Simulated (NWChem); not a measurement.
All runs are NWChem calculations. System: benzotriazole (C₆H₅N₃), charge 0, spin multiplicity 1, at a geometry optimised with PBE0/def2-SVP. Level: BHandHLYP/def2-SVP.

The NWChem input:

```
start mol
memory heap 200 mb stack 900 mb global 1100 mb
geometry units angstroms nocenter noautoz
  C      0.281904    -2.197427     0.000000
  C     -1.103663    -1.913246     0.000000
  C     -1.588707    -0.615315     0.000000
  C     -0.627283     0.404146     0.000000
  N     -0.664882     1.763368     0.000000
  N      0.573456     2.281089     0.000000
  N      1.428711     1.331761     0.000000
  C      0.755632     0.135149     0.000000
  C      1.226763    -1.186285     0.000000
  H      0.605943    -3.240520     0.000000
  H     -1.812482    -2.744808     0.000000
  H     -2.659962    -0.406238     0.000000
  H     -1.460959     2.387548     0.000000
  H      2.298587    -1.391638     0.000000
  symmetry group Cs
end
basis spherical
  * library def2-svp
end
dft
  xc bhlyp
  semidirect memsize 60000000 filesize 0
  iterations 100
end
task dft energy
```

Part of the output:

```
             Northwest Computational Chemistry Package (NWChem) 7.3.0
             --------------------------------------------------------

                                NWChem Input Module
                                -------------------

 Scaling coordinates for geometry "geometry" by  1.889725989
 (inverse scale =  0.529177249)

 Turning off AUTOSYM since
 SYMMETRY directive was detected!

                             Geometry "geometry" -> ""
                             -------------------------

 Output coordinates in angstroms (scale by  1.889725989 to convert to a.u.)

  No.       Tag          Charge          X              Y              Z
 ---- ---------------- ---------- -------------- -------------- --------------
    1 C                    6.0000     0.28190400    -2.19742700     0.00000000
    2 C                    6.0000    -1.10366300    -1.91324600     0.00000000
    3 C                    6.0000    -1.58870700    -0.61531500     0.00000000
    4 C                    6.0000    -0.62728300     0.40414600     0.00000000
    5 N                    7.0000    -0.66488200     1.76336800     0.00000000
    6 N                    7.0000     0.57345600     2.28108900     0.00000000
    7 N                    7.0000     1.42871100     1.33176100     0.00000000
    8 C                    6.0000     0.75563200     0.13514900     0.00000000
    9 C                    6.0000     1.22676300    -1.18628500     0.00000000
   10 H                    1.0000     0.60594300    -3.24052000     0.00000000
   11 H                    1.0000    -1.81248200    -2.74480800     0.00000000
   12 H                    1.0000    -2.65996200    -0.40623800     0.00000000
   13 H                    1.0000    -1.46095900     2.38754800     0.00000000
   14 H                    1.0000     2.29858700    -1.39163800     0.00000000

 Effective nuclear repulsion energy (a.u.)     407.4096464358

            Nuclear Dipole moment (a.u.)
            ----------------------------
        X                 Y               Z
 ---------------- ---------------- ----------------
    -0.0000037795     0.0000037795     0.0000000000
[...]
              MO Center= -7.9D-02, -5.0D-01,  1.3D-15, r^2= 4.2D+00
   Bfn.  Coefficient  Atom+Function         Bfn.  Coefficient  Atom+Function
  ----- ------------  ---------------      ----- ------------  ---------------
    34      0.307950   3 C  pz              118     -0.293980   9 C  pz
    62      0.258798   5 N  pz                6     -0.251815   1 C  pz
    37      0.236161   3 C  pz               65     -0.232309   5 N  pz
   121     -0.221133   9 C  pz               90     -0.200402   7 N  pz
     9     -0.196882   1 C  pz               93      0.158198   7 N  pz

 Vector   32  Occ=0.000000D+00  E=-7.590411D-03  Symmetry=a"
              MO Center=  4.1D-02, -1.0D-01,  1.8D-16, r^2= 5.1D+00
   Bfn.  Coefficient  Atom+Function         Bfn.  Coefficient  Atom+Function
  ----- ------------  ---------------      ----- ------------  ---------------
   121      0.403180   9 C  pz               37      0.390150   3 C  pz
    79      0.338055   6 N  pz               23     -0.331205   2 C  pz
    76     -0.324249   6 N  pz              118      0.296539   9 C  pz
    34      0.274095   3 C  pz               20     -0.240979   2 C  pz
   107     -0.198894   8 C  pz               93     -0.197293   7 N  pz

 Vector   33  Occ=0.000000D+00  E= 4.616902D-02  Symmetry=a"
              MO Center= -1.4D-01, -8.0D-01,  2.3D-15, r^2= 4.0D+00
   Bfn.  Coefficient  Atom+Function         Bfn.  Coefficient  Atom+Function
  ----- ------------  ---------------      ----- ------------  ---------------
     9      0.559928   1 C  pz               51      0.531599   4 C  pz
    48      0.364774   4 C  pz               23     -0.362170   2 C  pz
     6      0.344913   1 C  pz               65     -0.289828   5 N  pz
   121     -0.273897   9 C  pz              107     -0.270162   8 C  pz
    20     -0.232621   2 C  pz               62      0.207286   5 N  pz

 Vector   34  Occ=0.000000D+00  E= 8.594355D-02  Symmetry=a"
              MO Center=  2.8D-01,  6.6D-01, -1.1D-15, r^2= 4.3D+00
   Bfn.  Coefficient  Atom+Function         Bfn.  Coefficient  Atom+Function
  ----- ------------  ---------------      ----- ------------  ---------------
    93      0.490239   7 N  pz               79     -0.415272   6 N  pz
    37      0.405910   3 C  pz               90     -0.377052   7 N  pz
    23     -0.364971   2 C  pz              107     -0.362175   8 C  pz
    76      0.322964   6 N  pz               65      0.279002   5 N  pz
   104     -0.253690   8 C  pz               34      0.217238   3 C  pz

 center of mass
 --------------
 x =   0.04776801 y =   0.08524036 z =   0.00000000

 moments of inertia (a.u.)
 ------------------
        1044.600513575556        -129.088010753093           0.000000000000
        -129.088010753093         475.241948592636           0.000000000000
           0.000000000000           0.000000000000        1519.842462168191

     Multipole analysis of the density
     ---------------------------------

     L   x y z        total         alpha         beta         nuclear
     -   - - -        -----         -----         ----         -------
     0   0 0 0     -0.000000    -31.000000    -31.000000     62.000000

     1   1 0 0     -1.459328     -0.729662     -0.729662     -0.000004
     1   0 1 0     -0.647191     -0.323597     -0.323597      0.000004
     1   0 0 1     -0.000000     -0.000000     -0.000000      0.000000

     2   2 0 0    -35.687211   -152.787273   -152.787273    269.887334
     2   1 1 0     -6.567461    -33.372741    -33.372741     60.178021
     2   1 0 1     -0.000000     -0.000000     -0.000000      0.000000
     2   0 2 0    -36.829583   -302.639437   -302.639437    568.449291
     2   0 1 1     -0.000000     -0.000000     -0.000000      0.000000
     2   0 0 2    -40.236622    -20.118311    -20.118311      0.000000

 Task  times  cpu:       13.8s     wall:       13.8s

 Total times  cpu:       13.9s     wall:       13.9s
```
